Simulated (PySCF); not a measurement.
Isomers of C7H6F2O, one GFN2-xTB conformer each. Single-point energies are computed at PBE0/pcSseg-1 (PySCF, gas phase, no added dispersion term), electronic only.

| SMILES | GFN2-xTB relative energy (kJ/mol) |
| --- | --- |
| Oc1ccc(C(F)F)cc1 | 15.8 |
| FC(F)[C@]12C=C[C@H](C=C1)O2 | 196.5 |
| Cc1cc(F)c(O)cc1F | 0.0 |
| COc1ccc(F)c(F)c1 | 40.4 |
| FC(F)Oc1ccccc1 | 16.0 |
| Oc1cccc(C(F)F)c1 | 18.0 |

Conformers: `[OH:1][c:2]1[cH:3][cH:4][c:5]([CH:6]([F:7])[F:8])[cH:9][cH:10]1` with H–O1–C2–C3 0°, C4–C5–C6–F7 -62°; `[F:1][CH:2]([F:3])[C@:4]12[CH:5]=[CH:6][C@H:7]([CH:8]=[CH:9]1)[O:10]2` with F1–C2–C4–C5 -33°; `[CH3:1][c:2]1[cH:3][c:4]([F:5])[c:6]([OH:7])[cH:8][c:9]1[F:10]` with C4–C6–O7–H 0°; `[CH3:1][O:2][c:3]1[cH:4][cH:5][c:6]([F:7])[c:8]([F:9])[cH:10]1` with C1–O2–C3–C4 180°; `[F:1][CH:2]([F:3])[O:4][c:5]1[cH:6][cH:7][cH:8][cH:9][cH:10]1` with F1–C2–O4–C5 -162°, C2–O4–C5–C6 162°; `[OH:1][c:2]1[cH:3][cH:4][cH:5][c:6]([CH:7]([F:8])[F:9])[cH:10]1` with H–O1–C2–C3 179°, C5–C6–C7–F8 -36°.

What does PBE0/pcSseg-1 give for the same structures?

```json
{"SMILES": "Oc1ccc(C(F)F)cc1", "PBE0/pcSseg-1 E (Eh)": "-544.62676", "PBE0/pcSseg-1 (kJ/mol)": "0.0", "GFN2-xTB (kJ/mol)": "15.8", "point group": "near Cs"}
{"SMILES": "Oc1cccc(C(F)F)c1", "PBE0/pcSseg-1 E (Eh)": "-544.62611", "PBE0/pcSseg-1 (kJ/mol)": "1.7", "GFN2-xTB (kJ/mol)": "18.0", "point group": "C1"}
{"SMILES": "FC(F)Oc1ccccc1", "PBE0/pcSseg-1 E (Eh)": "-544.62371", "PBE0/pcSseg-1 (kJ/mol)": "8.0", "GFN2-xTB (kJ/mol)": "16.0", "point group": "C1"}
{"SMILES": "Cc1cc(F)c(O)cc1F", "PBE0/pcSseg-1 E (Eh)": "-544.62060", "PBE0/pcSseg-1 (kJ/mol)": "16.2", "GFN2-xTB (kJ/mol)": "0.0", "point group": "–"}
{"SMILES": "COc1ccc(F)c(F)c1", "PBE0/pcSseg-1 E (Eh)": "-544.59546", "PBE0/pcSseg-1 (kJ/mol)": "82.2", "GFN2-xTB (kJ/mol)": "40.4", "point group": "Cs"}
{"SMILES": "FC(F)[C@]12C=C[C@H](C=C1)O2", "PBE0/pcSseg-1 E (Eh)": "-544.52793", "PBE0/pcSseg-1 (kJ/mol)": "259.5", "GFN2-xTB (kJ/mol)": "196.5", "point group": "C1"}
```

GFN2-xTB puts Cc1cc(F)c(O)cc1F lowest instead; measured from each level's own lowest isomer, the values differ by up to 63.0 kJ/mol (FC(F)[C@]12C=C[C@H](C=C1)O2: 196.5 against 259.5). As drawn, the lowest has an aromatic ring and an O–H bond, which the highest lacks; the highest has a C=C bond outside aromatic rings, which the lowest lacks. Neighbours under 10 kJ/mol apart (Oc1ccc(C(F)F)cc1 and Oc1cccc(C(F)F)c1; Oc1cccc(C(F)F)c1 and FC(F)Oc1ccccc1; FC(F)Oc1ccccc1 and Cc1cc(F)c(O)cc1F) can change places with a better method, another conformer or zero-point energy.

Which frontier levels, dipoles and rotational constants go with these structures?

```json
{"SMILES": "Oc1ccc(C(F)F)cc1", "HOMO (eV, PBE0/pcSseg-1)": "-6.96", "LUMO (eV)": "-0.62", "dipole (D)": "2.24", "A, B, C (MHz)": "3607, 719.3, 670.2"}
{"SMILES": "Oc1cccc(C(F)F)c1", "HOMO (eV, PBE0/pcSseg-1)": "-6.89", "LUMO (eV)": "-0.72", "dipole (D)": "1.71", "A, B, C (MHz)": "2542, 907.4, 680.9"}
{"SMILES": "FC(F)Oc1ccccc1", "HOMO (eV, PBE0/pcSseg-1)": "-7.31", "LUMO (eV)": "-0.64", "dipole (D)": "2.90", "A, B, C (MHz)": "3632, 761.0, 654.0"}
{"SMILES": "Cc1cc(F)c(O)cc1F", "HOMO (eV, PBE0/pcSseg-1)": "-6.66", "LUMO (eV)": "-0.49", "dipole (D)": "1.38", "A, B, C (MHz)": "2303, 1048, 723.3"}
{"SMILES": "COc1ccc(F)c(F)c1", "HOMO (eV, PBE0/pcSseg-1)": "-6.64", "LUMO (eV)": "-0.55", "dipole (D)": "3.03", "A, B, C (MHz)": "2693, 900.7, 677.9"}
{"SMILES": "FC(F)[C@]12C=C[C@H](C=C1)O2", "HOMO (eV, PBE0/pcSseg-1)": "-6.83", "LUMO (eV)": "-1.07", "dipole (D)": "2.62", "A, B, C (MHz)": "2767, 1174, 1027"}
```
